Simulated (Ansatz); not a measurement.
`B[SiH2]OC` + `O[SiH](O)F` → `CO[SiH2]O[SiH](O)F` + BH₃  (cleavage of the Si–B bond)

Program: Ansatz. Geometries: PBE0-D4/def2-TZVP. ΔE: electronic, gas phase. CBS: MP2 limit from def2 TZ/QZ plus the TZ coupled-cluster correction, frozen cores. This one scheme is used for every species. DFT in def2-TZVPP. Each species was taken in one conformer, which may not be the lowest.

CCSD(T)/CBS gives -36.8 kcal/mol.

(1) Another level gave -31.6 kcal/mol. Which?
A. HF/def2-TZVPP
B. CCSD(T)/def2-TZVPP
C. MP2/def2-TZVPP
D. PBE0/def2-TZVPP

Largest T1 diagnostic among the species: 0.012.

## Answers

(1) D. PBE0 -31.6, MP2/def2-TZVPP -38.6, CCSD(T)/def2-TZVPP -36.7, HF/def2-TZVPP -40.3 kcal/mol.

The D4 term adds −2.2 kcal/mol with B3LYP and −1.3 kcal/mol with PBE0; it sums over pairs of atoms, weighted by their polarisabilities, and B3LYP, whose exchange is more repulsive, gets the larger term. From PBE to PBE0 (25 % exact exchange), in def2-TZVPP and without D4, ΔE moves by −2.5 kcal/mol.

B3LYP here is the variant with VWN-RPA as its local correlation; programs differ in this.
